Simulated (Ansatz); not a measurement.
# Four-centre ligand exchange

Start structure (GaSiH7O, closed shell), relaxed at PBE0-D4/def2-TZVP:

```
10
angstrom
Ga -0.2649 -1.1698 -0.2603
Si 1.2773 0.6516 -0.6852
H -1.5415 -1.2862 -1.1850
H 0.1916 -2.4214 0.5710
H -0.9360 0.8513 1.3218
O -1.2948 -0.0445 1.3240
H 1.2616 1.1848 -2.0774
H 0.8408 1.8037 0.1831
H 2.7004 0.4010 -0.3211
H -2.2346 0.0296 1.1291
```

The step: GaSiH₅ ([SiH3][GaH2]) + H₂O → GaH₃O ([OH][GaH2]) + SiH₄; bonds formed: Si2–H5; dative contacts that become bonds: Ga1–O6; bonds broken: Ga1–Si2, H5–O6. Ansatz 0.2.0; basis: def2-TZVPP and def2-QZVPP; cores frozen in the correlated methods. Filled d shells of the heavier atoms are correlated. The def2 sets are not built for correlating such inner shells, so the correlated values are less sure here. Extrapolation: Hartree–Fock as exp(−7.88 √X), correlation as X^−2.97. Energies below are by CCSD(T) at an estimated basis limit (MP2 extrapolated from triple and quadruple zeta, plus CCSD(T) − MP2 in triple zeta).

What are the electronic barrier and the energy of the step, from the start structure to the end structure? (Judge from chemistry; the value comes from the calculation.)

By the calculation: Barrier 130.7 kJ/mol; step energy -3.9 kJ/mol (downhill); reverse barrier, their difference, 134.6 kJ/mol. Barrier and step energy count from the start structure, the reverse barrier from the end structure.

The saddle point: One imaginary mode of 1314i cm⁻¹.
```json
{"pair": "Ga1–O6", "start (Å)": "2.20", "saddle (Å)": "1.96", "end (Å)": "1.79"}
{"pair": "Si2–H5", "start (Å)": "2.99", "saddle (Å)": "1.83", "end (Å)": "1.50"}
{"pair": "Ga1–Si2", "start (Å)": "2.42", "saddle (Å)": "2.70", "end (Å)": "3.38"}
{"pair": "H5–O6", "start (Å)": "0.96", "saddle (Å)": "1.32", "end (Å)": "2.93"}
```

Zero-point energy (harmonic, PBE0-D4): ZPE is 164.6 kJ/mol at the start and 150.6 kJ/mol at the saddle, so the barrier goes from 130.7 to 116.6 kJ/mol.

T1 diagnostic: at most 0.015. The end structure is not quite a true minimum (one mode of 56i cm⁻¹).

Labels in which every atom is bracketed show which atoms are joined, not bond orders.

For scale, one of the runs: CCSD(T)/def2-TZVPP, 219 basis functions, launched by `ansatz run in.yaml --threads 4 --pin off --events-out ev --progress --plain --max-ram 9574MiB`. The run took 89 s on 4 CPU threads of an Intel Xeon (shared host), with 3.2 GiB of host memory at its peak.
